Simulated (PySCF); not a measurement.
All values below come from PBE-D3(BJ)/def2-TZVP // B3LYP-D3(BJ)/def2-SVP in PySCF 2.14.0. Gas-phase values, no solvent. One relaxed conformer stands for a flexible species; it need not be the lowest. Delta-SCF ions had no search for a lower state. Excitations are Tamm–Dancoff values on a coarser integration grid. The basis has no diffuse functions, so Rydberg states are missing or too high.

Reference species (SMILES): `CO[Si]([SiH3])([SiH3])[SiH3]` (C–O–Si–Si torsion 60°) (neutral, multiplicity 1).

| Item | Value |
|---|---|
| LUMO | -1.76 eV |
| vertical ionisation energy (Delta-SCF) | 8.58 eV |
| HOMO | -6.14 eV |
| T1 excitation (TDA) | 4.15 eV |

Changed species: `CO[Si]([SiH3])([SiH3])OC` (C–O–Si–Si torsion 79°, Si–Si–O–C torsion 178°) (2 of 4 OCH3 replaced by SiH3; the reference has 3 of 4 OCH3 replaced by SiH3).

Problem. Predict the effect on the LUMO, vertical ionisation energy (Delta-SCF), HOMO and T1 excitation (TDA).

Solution. the LUMO increases by 0.44 eV, to -1.32 eV; the vertical ionisation energy (Delta-SCF) falls by 0.22 eV, to 8.36 eV; the HOMO rises by 0.21 eV, to -5.93 eV; the T1 excitation (TDA) rises by 0.17 eV, to 4.32 eV.
